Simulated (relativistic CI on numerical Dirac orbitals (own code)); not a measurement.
# Zn11+: q coefficients and field-shift factors

Calculated at this level of theory: Dirac-Coulomb-Breit CI, orbitals from a KLI potential per configuration, derivatives by finite differences, unscaled Slater integrals, QED left out (own radial code, finite nucleus).

Configuration list (outside the closed core [Ne]): 3s²3p⁶3d, 3s²3p⁵3d², 3s3p⁶3d², 3s²3p⁶4s, 3s²3p⁶4p, 3p⁶3d³, 3p⁵3d⁴. Double excitations out of closed p, d and f shells are left out; levels of such configurations are missing from the list, as are those of other unlisted configurations, and high levels can miss mixing partners.

With x = (α/α₀)² − 1 an excitation energy changes as ω = ω₀ + qx; K = 2q/ω₀ is the relative enhancement. Terms are leading LS components, so labels can repeat. The field-shift factor is F = δν/δ⟨r²⟩ for the transition from the lowest level.

Lowest level 3s²3p⁶3d ²D3/2.

| Level | ω₀ (cm⁻¹) | q (cm⁻¹) | F (GHz/fm²) |
| --- | --- | --- | --- |
| 3s²3p⁶3d ²D5/2 | 4998 | 4952 | 0.0211 |
| 3s²3p⁵3d² ⁴D°1/2 | 514384 | 8211 | 0.593 |
| 3s²3p⁵3d² ⁴D°3/2 | 516458 | 9882 | 0.596 |
| 3s²3p⁵3d² ⁴D°5/2 | 519931 | 12700 | 0.602 |
| 3s²3p⁵3d² ⁴D°7/2 | 525021 | 17050 | 0.603 |
| 3s²3p⁵3d² ⁴G°11/2 | 544972 | 10820 | 0.658 |
| 3s²3p⁵3d² ⁴G°9/2 | 546807 | 9954 | 0.638 |
| 3s²3p⁵3d² ⁴G°7/2 | 550059 | 11080 | 0.614 |
| 3s²3p⁵3d² ⁴P°5/2 | 552529 | 10230 | 0.635 |
| 3s²3p⁵3d² ⁴G°5/2 | 554035 | 12610 | 0.616 |
| 3s²3p⁵3d² ⁴P°3/2 | 558856 | 15800 | 0.619 |
| 3s²3p⁵3d² ⁴P°1/2 | 564111 | 21280 | 0.599 |
| 3s²3p⁵3d² ⁴F°3/2 | 564875 | 9506 | 0.627 |

At this charge energies of transitions that change n are usually good to better than 1 %, and those within a shell (Δn = 0) to a few per cent.

(1) Which transition from the lowest level has the largest |K|?

Results:

(1) 3s²3p⁶3d ²D5/2 at 4998 cm⁻¹, K = 1.98.
